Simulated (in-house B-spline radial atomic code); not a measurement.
Configurations of Cl VII (Cl6+), with energies counted from [Ne] 3s1. Method: non-relativistic B97-1, spin-polarised, spherical fractional occupations, exact exchange averaged over the configuration, point nucleus. Calculated with an all-electron radial atomic-structure program (B-spline basis). Shells without spins written out take the highest spin.

Occupations are held fixed; configurations that lie above the ionisation limit could autoionise.

| configuration | E - E(ref) (eV) | highest orbital | its <r> (bohr) |
| --- | --- | --- | --- |
| [Ne] 3p1 | 14.89 | 3p up | 1.329 |
| [Ne] 3d1 | 35.621 | 3d up | 1.372 |
| [Ne] 4p1 | 61.809 | 4p up | 2.64 |
| [He] 2s1 2p6 3s1 4s1 | 323.39 | 4s up | 2.444 |
| [He] 2s1 2p6 3s1 4p1 | 328.99 | 4p up | 2.562 |
| [He] 2s1 2p6 3s1 4f1 | 339.82 | 4f up | 2.437 |

Q: Order these further configurations by energy, lowest first.
A. [He] 2s2 2p5 3s1 4d1
B. [He] 2s2 2p5 3s1 3p1
C. [Ne] 4f1
D. [He] 2s2 2p5 3s1 4s1
E. [He] 2s1 2p6 3s1 3p1

A: C (71.987 eV), B (215.73 eV), D (264.13 eV), E (275.27 eV), A (277.17 eV).

Q: How far above the reference does [He] 2s2 2p5 3s2 lie?

A: 203.65 eV; its least bound orbital is 3s down with <r> = 1.23 bohr.
